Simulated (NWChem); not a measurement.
System: SiHOICl$_{2}$; SMILES I[Si](Cl)(Cl)O

```xyz
6

O     -1.9740    -1.0337     0.0000
Si    -0.3262    -0.8545     0.0000
Cl     0.5163    -1.7463     1.6645
Cl     0.5163    -1.7463    -1.6645
I      0.0961     1.5389     0.0000
H     -2.2911    -1.9565     0.0000
```
Atoms are numbered in this order, from 1.

Computed with NWChem. Coordinates come from a PBE-D3(BJ)/def2-SVP (def2 core potentials past Kr) optimisation.

Predict the results for Hartree-Fock/STO-3G (all-electron, non-relativistic). Quantities: highest occupied level (eV); orbital gap (eV); dipole (D).


```json
{
 "highest occupied level (eV)": "-8.63",
 "orbital gap (eV)": "13.80",
 "dipole (D)": "2.02"
}
```
